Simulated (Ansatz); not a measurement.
Frontier orbitals of C2H5Cl3Ge (`C[CH2][Ge]([Cl])([Cl])[Cl]`).

Z-matrix (Å, degrees):
```
C
C 1 1.520
H 1 1.092 2 111.5
H 1 1.092 2 111.5 3 -120.6
H 1 1.092 2 110.3 3 119.7
Ge 2 1.938 1 112.7 3 60.4
H 2 1.093 1 112.1 3 179.9
H 2 1.093 1 112.1 3 -59.0
Cl 6 2.136 2 111.8 1 -180.0
Cl 6 2.139 2 111.2 1 -59.7
Cl 6 2.139 2 111.2 1 59.7
```

The species carries charge 0 and has multiplicity 1. Correlated methods include outer-core shells of Ge, which these sets cover unevenly. Scalar relativity is left out up to krypton. Geometry: relaxed with PBE0-D4/def2-TZVP. It is one conformer, not always the lowest. Basis def2-TZVPP, Ansatz 0.2.0.

```csv
functional,HOMO (eV),LUMO (eV),gap (eV)
PBE,-7.61,-2.04,5.57
BLYP,-7.46,-1.97,5.49
r2SCAN,-7.93,-1.79,6.14
PBE0,-8.89,-1.04,7.85
LC-ωPBE,-11.56,1.26,12.82
ωB97X-V,-11.21,1.17,12.38
ωB97M-V,-11.04,1.01,12.05
```

A quarter of exact exchange (PBE0) shifts PBE's HOMO by −1.29 eV and its LUMO by +1.00 eV; full exchange at long range (ωB97M-V) shifts them by −3.43 and +3.05 eV. The gap opens from 5.57 to 12.05 eV, since occupied levels lose self-interaction and empty ones feel all the electrons. A positive LUMO is unbound and depends on the basis.

LC-ωPBE has ω = 0.4 bohr⁻¹.
